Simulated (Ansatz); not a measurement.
Saddle point of AlNH₄OF₂, closed shell (AlHOF₂ ([OH][Al]([F])[F]) + NH₃ → AlNH₂F₂ ([NH2][Al]([F])[F]) + H₂O (still joined by a long Al–O bond); bonds formed: O2–H5; dative contacts that become bonds: Al1–N6; bonds broken: H5–N6; bonds weakened to dative contacts: Al1–O2), PBE0-D4/def2-TZVP structure:

Al1  (-0.596, -0.681, 0.105)
O2  (-0.819, 1.055, -0.568)
F3  (-1.039, -1.825, -0.994)
F4  (-1.245, -0.734, 1.625)
H5  (0.288, 0.981, -0.360)
N6  (1.184, -0.100, 0.040)
H7  (-1.287, 1.741, -0.085)
H8  (1.699, 0.019, 0.901)
H9  (1.816, -0.457, -0.663)
(Å)

Energies are electronic, without zero-point energy. Barriers and step energies count from the start structure reached by relaxing down the imaginary mode; all methods use the PBE0-D4 structures, on which another method's saddle can fall below an end. Computed with Ansatz 0.2.0 (basis: def2-TZVPP, with def2-QZVPP for the basis limit); correlated methods freeze the cores. B3LYP uses VWN-RPA correlation. Extrapolation: Hartree–Fock as exp(−7.88 √X), correlation as X^−2.97.

```tsv
method	barrier (eV)	step energy (eV)
SPW92	0.813	0.898
PBE-D4	0.990	0.933
BLYP-D4	?	0.965
r2SCAN-D4	1.095	0.978
B97M-V	1.230	0.983
PBE0-D4	1.099	0.959
B3LYP-D4	1.171	0.983
r2SCAN0-D4	1.163	0.986
BHLYP-D4	1.304	1.013
CAM-B3LYP-D4	?	0.989
wB97X-V	1.193	0.982
wB97M-V	?	0.950
B2PLYP	1.197	0.991
PBE-QIDH	1.177	0.983
RPA on PBE	1.192	0.975
HF	1.573	1.048
MP2	1.175	0.984
CCSD	1.272	0.989
CCSD(T)	1.210	0.976
```

Fill in the withheld barriers. (To be estimated.)

Computed: CAM-B3LYP-D4 1.183; BLYP-D4 1.095; wB97M-V 1.176 eV. Each is the energy of the saddle less that of the start structure, by the same method.

For comparison, the barrier by CCSD(T) at an estimated basis limit (MP2 extrapolated from triple and quadruple zeta, plus CCSD(T) − MP2 in triple zeta) is 1.230 eV.

T1 diagnostic: at most 0.012.

Labels in which every atom is bracketed show which atoms are joined, not bond orders.

For scale, one of the runs: CCSD(T)/def2-TZVPP, 222 basis functions, launched by `ansatz run in.yaml --threads 4 --pin off --events-out ev --progress --plain --max-ram 9574MiB`. Hardware: 4 CPU threads of an Arm Neoverse N1, shared host. Wall time 2.7 min; peak host memory 3.7 GiB.
